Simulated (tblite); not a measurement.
A geometry optimisation, step by step.

C5H10SSi.
SMILES with atom numbers: `[CH3:1][Si@@H:2]1[CH2:3][CH:4]=[CH:5][S:6][CH2:7]1` (hydrogens: H8, H9, H10 on C1; H11 on Si2; H12, H13 on C3; H14 on C4; H15 on C5; H16, H17 on C7)

Computed with GFN2-xTB (tblite), gas phase: L-BFGS steps from a force-field or distance-geometry start until the largest atomic force falls under 0.01 eV/Å. 11 of its 153 geometries are shown.

Step 0: E = -563.5379 eV, largest atomic force 1.841 eV/Å
```
atom  x, y, z in Å  |  force x, y, z in eV/Å
C1      2.136   -1.209   -0.038    1.664  -0.779   0.116
Si2     0.628   -0.188    0.316    0.063  -0.293   1.361
C3     -0.923   -0.823   -0.495   -1.525  -0.258   0.167
C4     -2.060   -0.246    0.325    0.854   0.167  -0.672
C5     -2.129    1.083    0.347   -0.249  -0.439   0.649
S6     -0.963    2.077   -0.582   -0.842   1.034   0.080
C7      0.756    1.586   -0.248    0.506  -0.196   0.129
H8      2.580   -1.501    0.948   -0.296   0.173  -0.982
H9      2.940   -0.655   -0.590   -0.823  -0.657   0.433
H10     1.891   -2.149   -0.571    0.316   0.712   0.290
H11     0.318   -0.169    1.778    0.193  -0.017  -0.179
H12    -1.020   -1.906   -0.532    0.071   0.104  -0.369
H13    -1.036   -0.323   -1.469    0.172  -0.631  -0.028
H14    -2.742   -0.884    0.873    0.160   0.140  -0.116
H15    -2.939    1.525    0.938    0.617   0.502  -0.564
H16     1.264    2.229    0.505   -0.543  -0.130  -0.799
H17     1.292    1.566   -1.216   -0.338   0.569   0.486
```

Step 15: E = -564.0685 eV, largest atomic force 0.144 eV/Å
```
atom  x, y, z in Å  |  force x, y, z in eV/Å
C1      2.199   -1.253   -0.013    0.056  -0.017  -0.041
Si2     0.634   -0.261    0.387    0.069   0.106   0.068
C3     -0.942   -0.867   -0.491   -0.118  -0.032  -0.017
C4     -2.037   -0.185    0.248    0.011  -0.008   0.042
C5     -2.118    1.137    0.332   -0.064  -0.013   0.025
S6     -1.029    2.251   -0.476    0.054   0.043   0.039
C7      0.653    1.546   -0.222    0.028   0.034  -0.026
H8      2.693   -1.569    0.901   -0.034   0.054  -0.023
H9      2.915   -0.675   -0.587    0.007  -0.022  -0.026
H10     1.960   -2.151   -0.574    0.033   0.020  -0.036
H11     0.406   -0.232    1.839    0.008  -0.046   0.075
H12    -1.090   -1.940   -0.513    0.017  -0.079   0.049
H13    -0.920   -0.505   -1.521   -0.009  -0.024  -0.040
H14    -2.716   -0.794    0.827   -0.050   0.003  -0.042
H15    -2.897    1.639    0.881   -0.077   0.044  -0.044
H16     1.150    2.228    0.465    0.005  -0.045  -0.010
H17     1.132    1.642   -1.195    0.064  -0.017   0.006
```

Step 30: E = -564.1223 eV, largest atomic force 0.114 eV/Å
```
atom  x, y, z in Å  |  force x, y, z in eV/Å
C1      2.242   -1.201   -0.101   -0.069   0.025   0.013
Si2     0.658   -0.284    0.416   -0.081   0.013   0.051
C3     -0.964   -0.924   -0.363    0.045   0.031   0.034
C4     -2.105   -0.146    0.211    0.021  -0.013  -0.048
C5     -2.159    1.179    0.263    0.002  -0.003   0.005
S6     -0.958    2.346   -0.248    0.076   0.000   0.006
C7      0.686    1.538   -0.148    0.000   0.000  -0.039
H8      2.772   -1.505    0.796    0.040  -0.016  -0.075
H9      2.918   -0.591   -0.693   -0.053  -0.013   0.004
H10     2.013   -2.098   -0.666    0.034   0.019  -0.010
H11     0.529   -0.376    1.878   -0.040   0.087   0.061
H12    -1.114   -1.992   -0.205   -0.010   0.081  -0.036
H13    -0.930   -0.744   -1.443    0.000  -0.087   0.051
H14    -2.939   -0.702    0.620    0.040   0.004  -0.060
H15    -3.033    1.706    0.615   -0.026  -0.060   0.054
H16     1.269    2.184    0.506    0.002  -0.068   0.025
H17     1.109    1.622   -1.149    0.021  -0.001  -0.036
```

Step 46: E = -564.1604 eV, largest atomic force 0.071 eV/Å
```
atom  x, y, z in Å  |  force x, y, z in eV/Å
C1      2.218   -1.144   -0.168    0.009  -0.020  -0.020
Si2     0.648   -0.301    0.494   -0.017  -0.021   0.032
C3     -0.964   -0.988   -0.250    0.040   0.027   0.019
C4     -2.130   -0.122    0.110    0.011  -0.010  -0.013
C5     -2.142    1.201    0.210   -0.003  -0.015   0.011
S6     -0.875    2.389    0.025    0.009   0.035   0.019
C7      0.717    1.508   -0.082    0.001   0.025  -0.017
H8      2.861   -1.458    0.645   -0.010  -0.016   0.049
H9      2.797   -0.473   -0.793    0.020   0.035  -0.024
H10     1.994   -2.024   -0.760   -0.047  -0.050   0.006
H11     0.563   -0.319    1.960    0.008  -0.029   0.049
H12    -1.160   -2.009    0.078    0.014   0.030  -0.020
H13    -0.866   -1.023   -1.341   -0.036  -0.011   0.009
H14    -3.063   -0.635    0.306    0.002   0.003  -0.041
H15    -3.056    1.732    0.437   -0.014  -0.050   0.008
H16     1.395    2.097    0.532    0.036   0.034  -0.007
H17     1.055    1.581   -1.114   -0.022   0.033  -0.059
```

Step 61: E = -564.1844 eV, largest atomic force 0.110 eV/Å
```
atom  x, y, z in Å  |  force x, y, z in eV/Å
C1      2.199   -1.146   -0.190    0.002  -0.003  -0.038
Si2     0.675   -0.278    0.542    0.109   0.012  -0.003
C3     -0.929   -0.993   -0.181    0.080   0.021   0.035
C4     -2.109   -0.096    0.001   -0.004   0.037   0.009
C5     -2.127    1.215    0.206    0.000  -0.016   0.019
S6     -0.846    2.396    0.366    0.008  -0.058  -0.018
C7      0.703    1.532   -0.048   -0.001  -0.015   0.001
H8      2.887   -1.467    0.584   -0.051   0.017  -0.010
H9      2.744   -0.486   -0.858    0.030  -0.033  -0.005
H10     1.911   -2.025   -0.758    0.041  -0.015   0.023
H11     0.647   -0.352    2.008   -0.008   0.067   0.031
H12    -1.152   -1.954    0.281   -0.050  -0.061   0.003
H13    -0.795   -1.199   -1.246   -0.031   0.015  -0.069
H14    -3.071   -0.587   -0.048   -0.067  -0.021  -0.023
H15    -3.073    1.724    0.324    0.006   0.036  -0.005
H16     1.481    2.122    0.433    0.002  -0.003   0.005
H17     0.850    1.605   -1.127   -0.063   0.021   0.045
```

Step 76: E = -564.1950 eV, largest atomic force 0.038 eV/Å
```
atom  x, y, z in Å  |  force x, y, z in eV/Å
C1      2.204   -1.177   -0.187    0.002   0.006   0.002
Si2     0.701   -0.264    0.538   -0.006  -0.013  -0.018
C3     -0.909   -0.983   -0.177   -0.004   0.005  -0.011
C4     -2.098   -0.089   -0.027   -0.008   0.012   0.002
C5     -2.128    1.211    0.234    0.005   0.008   0.010
S6     -0.844    2.363    0.518    0.010   0.007  -0.004
C7      0.681    1.545   -0.049    0.017  -0.009  -0.010
H8      2.881   -1.483    0.603   -0.001   0.005   0.000
H9      2.768   -0.557   -0.876   -0.004   0.008   0.006
H10     1.903   -2.072   -0.721    0.002   0.000   0.024
H11     0.682   -0.277    2.008    0.003  -0.006   0.000
H12    -1.146   -1.944    0.283    0.004  -0.004   0.004
H13    -0.774   -1.194   -1.244    0.006  -0.005  -0.012
H14    -3.057   -0.572   -0.168   -0.023  -0.030  -0.007
H15    -3.076    1.723    0.318    0.004   0.009   0.011
H16     1.485    2.144    0.371    0.006  -0.004  -0.001
H17     0.719    1.637   -1.133   -0.014   0.011   0.003
```

Step 91: E = -564.1973 eV, largest atomic force 0.045 eV/Å
```
atom  x, y, z in Å  |  force x, y, z in eV/Å
C1      2.217   -1.185   -0.158   -0.002   0.000   0.000
Si2     0.693   -0.264    0.508   -0.002   0.001   0.001
C3     -0.914   -0.973   -0.223   -0.022  -0.014  -0.002
C4     -2.105   -0.092   -0.012   -0.010  -0.007  -0.017
C5     -2.128    1.205    0.266   -0.004  -0.018   0.000
S6     -0.838    2.364    0.499    0.005   0.002  -0.003
C7      0.683    1.545   -0.079    0.004   0.018   0.024
H8      2.882   -1.450    0.656    0.005   0.013  -0.009
H9      2.786   -0.588   -0.863   -0.014   0.001   0.007
H10     1.934   -2.106   -0.656   -0.001  -0.001   0.007
H11     0.643   -0.273    1.978    0.001  -0.002   0.007
H12    -1.137   -1.954    0.201    0.007   0.007   0.002
H13    -0.788   -1.140   -1.299   -0.010   0.017  -0.002
H14    -3.068   -0.582   -0.114    0.043   0.014   0.004
H15    -3.070    1.715    0.402   -0.004   0.000  -0.002
H16     1.487    2.143    0.346    0.002  -0.025  -0.026
H17     0.717    1.647   -1.163   -0.001  -0.008   0.011
```

Step 106: E = -564.1992 eV, largest atomic force 0.031 eV/Å
```
atom  x, y, z in Å  |  force x, y, z in eV/Å
C1      2.225   -1.181   -0.135   -0.014  -0.006  -0.010
Si2     0.684   -0.276    0.507   -0.010   0.001   0.014
C3     -0.917   -0.966   -0.253   -0.004  -0.008   0.004
C4     -2.103   -0.086   -0.010    0.006   0.006  -0.015
C5     -2.119    1.207    0.285    0.000   0.004   0.011
S6     -0.824    2.361    0.519    0.002  -0.020  -0.006
C7      0.680    1.530   -0.086   -0.024   0.003   0.000
H8      2.914   -1.376    0.679    0.012   0.010  -0.027
H9      2.754   -0.603   -0.886    0.017   0.004   0.005
H10     1.966   -2.135   -0.579   -0.002  -0.024   0.018
H11     0.610   -0.291    1.976    0.002  -0.002   0.000
H12    -1.141   -1.960    0.138   -0.005  -0.005  -0.003
H13    -0.794   -1.093   -1.335    0.011   0.003   0.014
H14    -3.066   -0.573   -0.103   -0.004   0.002  -0.005
H15    -3.059    1.716    0.437   -0.011   0.008   0.006
H16     1.504    2.121    0.306    0.004   0.017   0.010
H17     0.681    1.618   -1.171    0.020   0.007  -0.016
```

Step 122: E = -564.2048 eV, largest atomic force 0.164 eV/Å
```
atom  x, y, z in Å  |  force x, y, z in eV/Å
C1      2.229   -1.179   -0.127    0.054  -0.090  -0.040
Si2     0.679   -0.296    0.524   -0.022   0.026   0.015
C3     -0.922   -0.954   -0.275    0.037   0.007   0.020
C4     -2.107   -0.067   -0.049    0.023  -0.008   0.023
C5     -2.119    1.213    0.301   -0.002  -0.009  -0.015
S6     -0.810    2.337    0.583   -0.007   0.056   0.021
C7      0.678    1.513   -0.061    0.026  -0.004  -0.056
H8      3.024   -1.165    0.617   -0.108   0.014  -0.122
H9      2.611   -0.710   -1.032   -0.011  -0.052   0.085
H10     2.017   -2.220   -0.360    0.039   0.097   0.052
H11     0.610   -0.333    1.994   -0.020  -0.006  -0.052
H12    -1.164   -1.950    0.100   -0.021  -0.012  -0.001
H13    -0.774   -1.071   -1.354    0.003  -0.003   0.001
H14    -3.073   -0.537   -0.194    0.014  -0.022   0.022
H15    -3.055    1.728    0.462    0.006  -0.010  -0.034
H16     1.507    2.110    0.309    0.007  -0.018   0.029
H17     0.660    1.596   -1.149   -0.019   0.033   0.053
```

Step 137: E = -564.2207 eV, largest atomic force 0.071 eV/Å
```
atom  x, y, z in Å  |  force x, y, z in eV/Å
C1      2.206   -1.185   -0.167    0.032   0.016  -0.021
Si2     0.677   -0.294    0.520    0.036   0.014  -0.014
C3     -0.919   -0.966   -0.265    0.007   0.019   0.006
C4     -2.100   -0.070   -0.068   -0.015   0.013   0.020
C5     -2.117    1.216    0.259    0.006   0.010   0.013
S6     -0.822    2.345    0.593   -0.017   0.000  -0.006
C7      0.698    1.537    0.002    0.005  -0.008   0.004
H8      3.082   -0.968    0.437   -0.040  -0.004  -0.046
H9      2.427   -0.889   -1.190   -0.013  -0.025   0.065
H10     2.059   -2.260   -0.157    0.010   0.019   0.011
H11     0.612   -0.367    1.987    0.002  -0.001   0.002
H12    -1.167   -1.950    0.138   -0.001  -0.005   0.005
H13    -0.770   -1.117   -1.339   -0.003   0.007  -0.026
H14    -3.064   -0.541   -0.219   -0.013  -0.002  -0.023
H15    -3.057    1.735    0.377    0.001  -0.018  -0.001
H16     1.506    2.105    0.457   -0.002  -0.008  -0.008
H17     0.743    1.684   -1.077    0.006  -0.026   0.018
```

Step 152: E = -564.2258 eV, largest atomic force 0.010 eV/Å
```
atom  x, y, z in Å  |  force x, y, z in eV/Å
C1      2.204   -1.192   -0.158    0.001  -0.009   0.004
Si2     0.673   -0.304    0.524   -0.001  -0.001   0.000
C3     -0.917   -0.951   -0.297   -0.003  -0.001  -0.001
C4     -2.100   -0.061   -0.082   -0.003  -0.006   0.000
C5     -2.116    1.218    0.271   -0.003  -0.007   0.001
S6     -0.820    2.339    0.621    0.005  -0.004  -0.001
C7      0.701    1.531    0.028    0.000   0.006   0.000
H8      3.113   -0.804    0.289   -0.003   0.005  -0.005
H9      2.292   -1.082   -1.235    0.008   0.000   0.000
H10     2.158   -2.253    0.062   -0.006   0.008   0.000
H11     0.595   -0.397    1.989    0.001  -0.001   0.000
H12    -1.168   -1.949    0.068   -0.004   0.007   0.001
H13    -0.758   -1.063   -1.375    0.002   0.001  -0.001
H14    -3.064   -0.529   -0.252    0.005   0.005   0.004
H15    -3.057    1.733    0.399    0.001  -0.001  -0.003
H16     1.509    2.094    0.488    0.002  -0.004   0.001
H17     0.751    1.683   -1.050   -0.001   0.001  -0.001
```

Q: Summarise the path.

A: The energy falls by 0.6879 eV from step 0 to step 152; nine tenths of that is first reached at step 44. It rises by more than 0.2 meV at step 125. The largest force goes from 1.841 to 0.010 eV/Å. Among the bonds C5–S6 changes most (a near tie, within 0.001 Å, with another), from 1.791 to 1.749 Å; the atoms move by 0.691 Å rms after alignment.

Q: Follow the three bonds and two angles with the largest change from start to end.

A: 
| step | E above end (eV) | largest force (eV/Å) | C5–S6 (Å) | C1–Si2 (Å) | Si2–C3 (Å) | S6–C5–H15 (°) | C3–C4–C5 (°) |
| --- | --- | --- | --- | --- | --- | --- | --- |
| 0 | 0.6879 | 1.841 | 1.791 | 1.854 | 1.863 | 122.5 | 115.3 |
| 7 | 0.2118 | 0.313 | 1.765 | 1.893 | 1.901 | 111.7 | 119.5 |
| 13 | 0.1647 | 0.173 | 1.757 | 1.893 | 1.910 | 111.7 | 121.5 |
| 20 | 0.1450 | 0.148 | 1.761 | 1.903 | 1.916 | 113.1 | 123.5 |
| 26 | 0.1180 | 0.164 | 1.755 | 1.902 | 1.904 | 111.1 | 124.0 |
| 33 | 0.0944 | 0.227 | 1.754 | 1.904 | 1.898 | 109.0 | 125.1 |
| 40 | 0.0739 | 0.111 | 1.748 | 1.906 | 1.907 | 108.6 | 126.0 |
| 46 | 0.0654 | 0.071 | 1.747 | 1.901 | 1.904 | 107.6 | 127.0 |
| 53 | 0.0549 | 0.123 | 1.749 | 1.900 | 1.902 | 107.7 | 128.3 |
| 59 | 0.0450 | 0.085 | 1.748 | 1.899 | 1.901 | 107.9 | 128.3 |
| 66 | 0.0344 | 0.094 | 1.749 | 1.901 | 1.902 | 107.7 | 128.3 |
| 73 | 0.0312 | 0.032 | 1.748 | 1.902 | 1.902 | 108.5 | 128.5 |
| 79 | 0.0303 | 0.027 | 1.749 | 1.900 | 1.902 | 108.6 | 128.6 |
| 86 | 0.0294 | 0.027 | 1.750 | 1.901 | 1.903 | 108.2 | 128.3 |
| 93 | 0.0281 | 0.016 | 1.749 | 1.901 | 1.902 | 108.4 | 128.3 |
| 99 | 0.0276 | 0.029 | 1.749 | 1.900 | 1.902 | 108.3 | 128.3 |
| 106 | 0.0266 | 0.031 | 1.750 | 1.899 | 1.902 | 108.4 | 128.2 |
| 112 | 0.0257 | 0.033 | 1.749 | 1.900 | 1.902 | 108.5 | 128.3 |
| 119 | 0.0238 | 0.109 | 1.749 | 1.900 | 1.906 | 108.5 | 128.1 |
| 126 | 0.0151 | 0.161 | 1.750 | 1.900 | 1.903 | 108.1 | 128.4 |
| 132 | 0.0074 | 0.094 | 1.750 | 1.896 | 1.902 | 108.7 | 128.7 |
| 139 | 0.0041 | 0.061 | 1.749 | 1.898 | 1.902 | 108.2 | 128.4 |
| 145 | 0.0006 | 0.063 | 1.750 | 1.895 | 1.902 | 108.4 | 128.3 |
| 152 | 0.0000 | 0.010 | 1.749 | 1.896 | 1.902 | 108.4 | 128.4 |

What follows is the cost of the whole relaxation. On an Arm Neoverse N1 with one thread (shared host), this took 1.8 s.
